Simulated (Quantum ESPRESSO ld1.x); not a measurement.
Q: These are the eigenvalues of the occupied orbitals of an atom or ion with whole-number occupations (eV). Method: Dirac Kohn-Sham, relativistic LDA (MacDonald-Vosko exchange, VWN5 correlation), spin-unpolarised, spherical densities, point nucleus; computed with ld1.x of Quantum ESPRESSO 7.5.

| orbital | eigenvalue |
|---|---|
| 1s1/2 | -40103.7 |
| 2s1/2 | -6524.08 |
| 2p1/2 | -6173.58 |
| 2p3/2 | -5731.60 |
| 3s1/2 | -1495.64 |
| 3p1/2 | -1345.86 |
| 3p3/2 | -1258.93 |
| 3d3/2 | -994.870 |
| 3d5/2 | -976.108 |
| 4s1/2 | -390.875 |
| 4p1/2 | -334.808 |
| 4p3/2 | -315.625 |
| 4d3/2 | -222.712 |
| 4d5/2 | -219.264 |
| 5s1/2 | -137.181 |
| 5p1/2 | -118.907 |
| 5p3/2 | -114.732 |

Which element is it, and in what charge state? The configuration may be excited. Open shells, if any, are shared by 2j + 1.

A: Z = 58, cerium, charge +8: Ce8+ in [Kr] 4d10 5s2 5p2. The list shows which subshells hold electrons but not how many an open one holds; the 1s level, -1473.8 hartree, gives Z - s = 54.3 by -(Z - s)^2/2, which with screening and relativity narrows Z to a few neighbours, and the depths of the outer levels then fix element, charge and occupations together.
